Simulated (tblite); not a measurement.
B3GeH8N3O.
Atom-mapped SMILES: `[GeH3:1][O:2][B:3]1[NH:4][BH:5][NH:6][BH:7][NH:8]1` (hydrogens: H9, H10, H11 on Ge1; H12 on N4; H13 on B5; H14 on N6; H15 on B7; H16 on N8)

Computed with GFN2-xTB (tblite), gas phase: L-BFGS steps from a force-field or distance-geometry start until the largest atomic force falls under 0.01 eV/Å.

At the end of the run (lengths in Å): N6–B7 1.418, B3–N4 1.425, B7–N8 1.414, B5–N6 1.417, O2–B3 1.364, N4–B5 1.415, B3–N8 1.424, Ge1–O2–B3 145.3°, B5–N6–B7 123.4°, B3–N4–B5 122.8°, N4–B3–N8 117.0°, Ge1–O2–B3–N4 3°, O2–B3–N4–B5 180°, B3–N4–B5–N6 0°, H9–Ge1–O2–B3 -16°, H15–B7–N6–B5 180°.

Task: These geometries were met on the way; a selection of coordinates is given. Order them by energy above the end point, lowest first.
A. N6–B7 1.406, B3–N4 1.424, B7–N8 1.385, B5–N6 1.382, O2–B3 1.341, N4–B5 1.447, B3–N8 1.458, Ge1–O2–B3 110.9°, B5–N6–B7 106.6°, B3–N4–B5 122.2°, N4–B3–N8 114.9°, Ge1–O2–B3–N4 -102°, O2–B3–N4–B5 161°, B3–N4–B5–N6 -4°, H9–Ge1–O2–B3 94°, H15–B7–N6–B5 89°
B. N6–B7 1.419, B3–N4 1.416, B7–N8 1.413, B5–N6 1.409, O2–B3 1.378, N4–B5 1.405, B3–N8 1.424, Ge1–O2–B3 129.3°, B5–N6–B7 125.0°, B3–N4–B5 121.0°, N4–B3–N8 117.7°, Ge1–O2–B3–N4 -86°, O2–B3–N4–B5 151°, B3–N4–B5–N6 10°, H9–Ge1–O2–B3 91°, H15–B7–N6–B5 163°
C. N6–B7 1.426, B3–N4 1.425, B7–N8 1.430, B5–N6 1.423, O2–B3 1.396, N4–B5 1.405, B3–N8 1.427, Ge1–O2–B3 110.5°, B5–N6–B7 112.4°, B3–N4–B5 124.3°, N4–B3–N8 113.3°, Ge1–O2–B3–N4 -96°, O2–B3–N4–B5 174°, B3–N4–B5–N6 -15°, H9–Ge1–O2–B3 98°, H15–B7–N6–B5 125°
D. N6–B7 1.532, B3–N4 1.536, B7–N8 1.524, B5–N6 1.516, O2–B3 1.459, N4–B5 1.508, B3–N8 1.514, Ge1–O2–B3 105.0°, B5–N6–B7 104.6°, B3–N4–B5 113.2°, N4–B3–N8 123.3°, Ge1–O2–B3–N4 -111°, O2–B3–N4–B5 158°, B3–N4–B5–N6 6°, H9–Ge1–O2–B3 94°, H15–B7–N6–B5 77°
E. N6–B7 1.424, B3–N4 1.426, B7–N8 1.412, B5–N6 1.432, O2–B3 1.387, N4–B5 1.418, B3–N8 1.420, Ge1–O2–B3 118.4°, B5–N6–B7 121.9°, B3–N4–B5 119.3°, N4–B3–N8 118.8°, Ge1–O2–B3–N4 -93°, O2–B3–N4–B5 159°, B3–N4–B5–N6 9°, H9–Ge1–O2–B3 95°, H15–B7–N6–B5 146°

Result: B (0.389 eV), E (0.661 eV), C (1.172 eV), A (2.077 eV), D (3.365 eV).

| step | E above end (eV) | rms distance from the end, all atoms (Å) | largest force (eV/Å) | rms shift of all bonds from the end (Å) |
| --- | --- | --- | --- | --- |
| 15 | 0.389 | 0.881 | 0.624 | 0.010 |
| 12 | 0.661 | 0.921 | 0.905 | 0.017 |
| 7 | 1.172 | 0.951 | 1.352 | 0.022 |
| 2 | 2.077 | 1.026 | 2.505 | 0.030 |
| 0 | 3.365 | 1.060 | 3.597 | 0.074 |

Rows stand in the order of the answer.
